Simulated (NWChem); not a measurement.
HfSClF; SMILES [F][Hf](=[S])[Cl]

def2 effective core potentials on Hf; no spin-orbit coupling.

Question: Give the equilibrium geometry at PBE0/def2-SVP with def2 effective core potentials on Hf (NWChem) as a Z-matrix, with the point group.

Answer: point group C1; any orientation.
```
Hf
F 1 1.9084
S 1 2.2106 2 110.33
Cl 1 2.3550 2 115.61 3 127.76
```
